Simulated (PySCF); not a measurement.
## Nonlinear optical response: `O=CC1=CC=C(F)[SiH2]1`, C5H5FOSi

Molfile (atoms numbered from 1):
```
C5H5FOSi
     RDKit          3D

 13 13  0  0  0  0  0  0  0  0999 V2000
   -3.3000    0.1284   -0.0644 O   0  0  0  0  0  0  0  0  0  0  0  0
   -2.5672   -0.8175   -0.2454 C   0  0  0  0  0  0  0  0  0  0  0  0
   -1.1157   -0.7525   -0.1563 C   0  0  0  0  0  0  0  0  0  0  0  0
   -0.2916   -1.8174   -0.3586 C   0  0  0  0  0  0  0  0  0  0  0  0
    1.1507   -1.6131   -0.2372 C   0  0  0  0  0  0  0  0  0  0  0  0
    1.5041   -0.3461    0.0726 C   0  0  0  0  0  0  0  0  0  0  0  0
    2.7627    0.0315    0.2238 F   0  0  0  0  0  0  0  0  0  0  0  0
   -0.0555    0.7380    0.2416 Si  0  0  0  0  0  4  0  0  0  0  0  0
   -2.9829   -1.8282   -0.4999 H   0  0  0  0  0  0  0  0  0  0  0  0
   -0.6801   -2.8129   -0.6074 H   0  0  0  0  0  0  0  0  0  0  0  0
    1.8715   -2.4211   -0.3862 H   0  0  0  0  0  0  0  0  0  0  0  0
   -0.2079    1.2822    1.6187 H   0  0  0  0  0  0  0  0  0  0  0  0
   -0.0842    1.8318   -0.7675 H   0  0  0  0  0  0  0  0  0  0  0  0
  1  2  2  0
  2  3  1  0
  3  4  2  0
  4  5  1  0
  5  6  2  0
  6  7  1  0
  6  8  1  0
  8  3  1  0
  2  9  1  0
  4 10  1  0
  5 11  1  0
  8 12  1  0
  8 13  1  0
M  END
```

Level of theory: quadratic response CAM-B3LYP/aug-cc-pVDZ first hyperpolarisability, Taylor convention, gas phase in PySCF. Geometry: PBE0-D3(BJ)/def2-SVP.

Problem. Give β for the processes computed.

Solution. In 10⁻³⁰ esu, Taylor convention; the vector part is βᵢ = ⅓ Σⱼ (βᵢⱼⱼ + βⱼᵢⱼ + βⱼⱼᵢ); β∥ is 3/5 of the vector part along the dipole, the dipole points from − to +:
| process | λ (nm) | β vector norm | β∥ | β HRS | depolarisation ratio |
| --- | --- | --- | --- | --- | --- |
| static β(0;0,0) | ∞ | 5.83 | 1.33 | 2.44 | 4.85 |
| second harmonic β(−2ω;ω,ω) | 1907 | 6.44 | 1.51 | 2.69 | 4.86 |
| Pockels β(−ω;ω,0) | 1907 | 6.02 | 1.38 | – | – |
| second harmonic β(−2ω;ω,ω) | 1064 | 8.37 | 2.09 | 3.49 | 4.89 |
| Pockels β(−ω;ω,0) | 1064 | 6.49 | 1.52 | – | – |

Problem. Which lowest excitations, dipole and polarisabilities go with it?

Solution. S1 3.69 eV (f = 0.000); S2 3.98 eV (f = 0.156); S3 5.32 eV (f = 0.000); dipole 3.12 D; isotropic α 90.4 au static, 90.9 au at 1907 nm, 92.0 au at 1064 nm, 92.4 au at 953.5 nm, 97.9 au at 532 nm.
